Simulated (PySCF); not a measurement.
Cards and structures have been mixed up. Pair them.

Structures:
1. `CC[C@@H](C)C[C@@H](C)C(C)C`
2. `Fc1cpco1`
3. `O[C@]12C[C@H]1C2`

Card P (geometry PBE0-D3(BJ)/def2-SVP):
- Rotational constants A, B, C: 7.700, 2.505, 1.890 GHz
- Point group: Cs
- Dipole moment (PBE0-D3(BJ)/def2-SVP): 0.20 D

Card Q (geometry PBE0-D3(BJ)/def2-SVP):
* Rotational constants A, B, C: 8.809, 5.842, 4.386 GHz
* Point group: Cs
* Dipole moment (PBE0-D3(BJ)/def2-SVP): 1.02 D

Card R (geometry PBE0-D3(BJ)/def2-SVP):
* Rotational constants A, B, C: 1.805, 0.695, 0.661 GHz
* Point group: C1
* Dipole moment (CAM-B3LYP/pcSseg-1): 0.14 D
* HOMO energy (CAM-B3LYP/pcSseg-1): -9.75 eV
* 13C chemical shifts (computed TMS as zero) by class (GIAO CAM-B3LYP/pcSseg-1): 41.5 (1 C), 35.5 (1 C), 34.6 (1 C), 32.4 (1 C), 27.6 (1 C), 23.6 (1 C), 22.1 (1 C), 15.3 (1 C), 14.3 (1 C), 13.8 (1 C) ppm

All species are isolated and taken at one optimised geometry, non-relativistic unless stated; the electronic structure was computed with PySCF and density fitting. NMR classes are plain means over equivalent atoms (diastereotopic ones count apart unless rotation or inversion swaps them), as if these changed places fast.

**Question.** Which card belongs to which structure?

**Answer.** P = 2, Q = 3, R = 1. What ties each card to its structure:
- 1 (card R), C10H22, monoisotopic mass 142.2 u, 10 heavy atoms: 10 C in 10 classes; point group C1; the least shielded carbon (41.5 ppm) is a chain CH2 carbon; an asymmetric top with C = 0.661 GHz, the lowest such constant on the cards; dipole 0.14 D.
- 2 (card P), C3H2FOP, monoisotopic mass 104.0 u, 6 heavy atoms: an asymmetric top with C = 1.890 GHz; dipole 0.20 D.
- 3 (card Q), C4H6O, monoisotopic mass 70.0 u, 5 heavy atoms: an asymmetric top with C = 4.386 GHz, the highest such constant on the cards; dipole 1.02 D.
